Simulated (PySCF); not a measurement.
CH3F3OSn. Atoms are numbered in the order given.

```xyz
9

C     -0.0175    -2.6699     0.0000
O     -0.8276    -1.5098     0.0000
Sn    -0.0204     0.2594     0.0000
F      1.0928     0.5462     1.5300
F     -1.3853     1.5896     0.0000
F      1.0928     0.5462    -1.5300
H     -0.6984    -3.5344     0.0000
H      0.6215    -2.7384     0.8975
H      0.6215    -2.7384    -0.8975
```

The structure is a stationary point at PBE0-D3(BJ)/def2-SVP. The structure was generated by enumeration; whether it is a known compound was not checked. The def2 effective core potentials stand for the cores of Sn; spin–orbit coupling is left out. One conformer was computed; it need not be the lowest.

The numbers are results of PBE/def2-TZVP (PySCF), not measurements.

ESP charges are fitted to the potential on shells at 1.4 to 2.0 van der Waals radii. Atomic charges (e):

```csv
atom,Mulliken,Löwdin,ESP fit
C1,-0.22,-0.38,[?]
O2,-0.42,-0.06,-0.34
Sn3,1.45,0.69,[?]
F4,-0.41,-0.20,-0.33
F5,-0.40,-0.19,-0.32
F6,-0.41,-0.20,-0.33
H7,0.14,0.12,[?]
H8,0.13,0.11,[?]
H9,0.13,0.11,[?]
```

Complete the blanks. (Estimate from the structure and the level; the computed values follow.)


- C1, ESP fit: -0.22
- Sn3, ESP fit: 1.17
- H7, ESP fit: 0.15
- H8, ESP fit: 0.11
- H9, ESP fit: 0.11
